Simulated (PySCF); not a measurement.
Coordinates in bohr (charge 0 multiplicity 2):
```
Yb    0.2596    0.0000   -0.1130
O    -3.0599    0.0000    0.8166
H     3.9631    0.0000    1.0951
```

Level of theory: PySCF, UB3LYP, basis Yb def2-SVP with ECP28, O def2-SVP, H def2-SVP (scalar-relativistic core potentials, no spin–orbit coupling, density fitting).

This geometry of HYbO is a stationary point at this level.

Problem. What is the point group?

Solution. Cs.

Problem. Is it a minimum?

Solution. Yes: all harmonic wavenumbers are real.

Problem. List the harmonic modes with their infrared intensities.

Solution. 
```csv
symmetry,ω (cm⁻¹),IR (km/mol)
a',128,303
a',708,45.5
a',1294,244
```

Problem. Give the atomic charges and bond orders.

Solution. 
```tsv
atom	Mulliken	Löwdin	polar tensor	spin (Mulliken)	Mayer order to Yb1
Yb1	0.78	0.41	1.30	0.54	–
O2	-0.51	-0.20	-0.77	0.38	2.11
H3	-0.27	-0.21	-0.53	0.08	0.90
```

This need not be the most stable arrangement of these atoms. With open d or f shells other occupations or spin states may lie lower. The pruned grid is coarse for the open f shell: energies are uncertain by about 2 kJ/mol and soft modes are noisy. No spin–orbit coupling is included, which matters more the heavier the element.
